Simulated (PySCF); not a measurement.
Calculation: B3LYP-D3(BJ)/def2-TZVP // BP86-D3(BJ)/def2-SVP (PySCF 2.14.0). Isolated molecules, 0 K electronic values unless said otherwise. One relaxed conformer stands for a flexible species; it need not be the lowest. B3LYP has the VWN-RPA correlation part, as in Gaussian. 

Reference species: [Ta(OH)5] (neutral, multiplicity 1).

```yaml
charge on the central atom (Mulliken): 1.58 e
mean_distance_from_the_central_atom_to_its_bonded_neighbours: 1.940 Å
HOMO: -8.32 eV
```

Changed species: [Ta(OH)2(NH2)3] (3 of 5 OH replaced by NH2; the reference has 0 of 5 OH replaced by NH2).

Question: What does the change do to the charge on the central atom (Mulliken), mean distance from the central atom to its bonded neighbours and HOMO?

Answer: the charge on the central atom (Mulliken) drops by 0.16 e, to 1.42 e; the mean distance from the central atom to its bonded neighbours rises by 0.049 Å, to 1.989 Å; the HOMO increases by 1.78 eV, to -6.54 eV.
